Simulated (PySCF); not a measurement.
## Frontier orbitals and the lowest excitations

C6H8F2.
Numbering: `[F:1][CH:2]([F:3])[C@@:4]12[CH2:5][CH2:6][C@@H:7]1[CH2:8]2` (hydrogens: H9 on C2; H10, H11 on C5; H12, H13 on C6; H14 on C7; H15, H16 on C8)

Method: TDDFT wB97X-D/def2-SVPD, vertical, gas phase, core orbitals frozen in the response in PySCF. Isolated species at its PBE0-D3(BJ)/def2-SVP geometry (one conformer only). Torsions of this conformer, `[F:1][CH:2]([F:3])[C@@:4]12[CH2:5][CH2:6][C@@H:7]1[CH2:8]2`: F1–C2–C4–C5 72°.

Kohn–Sham orbitals with the atoms that hold most of them (Löwdin shares over 4%, at most four atoms; ? is withheld):

| orbital | ε (eV) | atoms |
| --- | --- | --- |
| HOMO-3 | -11.72 | C6 27%, C7 19%, C5 17%, C8 8% |
| HOMO-2 | -11.12 | C4 18%, C5 16%, C2 14%, C6 9% |
| HOMO-1 | -10.43 | C8 30%, C7 15%, C4 14%, C6 9% |
| HOMO | -9.78 | ? |
| LUMO | ? | ? |
| LUMO+1 | 2.72 | C7 12%, H14 12%, C6 11%, F1 10% |
| LUMO+2 | 2.90 | H14 11%, H12 11%, H9 10%, H15 10% |

(1) Give the leading atoms of the HOMO.

(2) Which atoms hold the LUMO, and with what shares?

(3) What is the LUMO energy, and the HOMO–LUMO gap?

## Answers

(1) C7 (bonded to 3 C and H) 27%; C4 (bonded to 4 C) 27%; C8 (bonded to 2 C and 2 H) 9%; C6 (bonded to 2 C and 2 H) 8%.

(2) C8 (bonded to 2 C and 2 H) 14%; H16 (bonded to C) 11%; C2 (bonded to C, 2 F and H) 10%; C7 (bonded to 3 C and H) 10%. By element: carbon 34% or more, hydrogen 11% or more.

(3) ε(LUMO) = 2.34 eV; the gap is 12.12 eV (0.4455 hartree).

Question: How does S1 compare with the orbital gap of 12.12 eV?

Answer: S1 is at 8.03 eV (f = 0.0081), 4.09 eV below the gap, made of HOMO→LUMO (81%), HOMO→LUMO+1 (11%). Without the coupling terms of the response equations the lowest excitation would equal the gap.

Question: One configuration dominates each of S1, S2, S4 and S6. Which, and how do the shares of the two leading atoms of either orbital change from the occupied to the empty one?

Answer: 
- S1 (8.03 eV, f 0.0081), HOMO→LUMO (81%): C7 27% → 10%, C4 27% → at most 10%, C8 9% → 14%, H16 at most 9% → 11%
- S2 (8.34 eV, f 0.027), HOMO→LUMO+1 (77%): C7 27% → 12%, C4 27% → at most 10%, H14 at most 9% → 12%
- S4 (8.67 eV, f 0.0081), HOMO-1→LUMO (81%): C8 30% → 14%, C7 15% → 10%, H16 at most 9% → 11%
- S6 (8.96 eV, f 0.0038), HOMO-1→LUMO+1 (77%): C8 30% → at most 10%, C7 15% → 12%, H14 at most 9% → 12%

Löwdin shares depend on the basis, the more so with diffuse functions.

The run took 50 s of wall time on Arm Neoverse V1, one thread, no GPU (shared host).
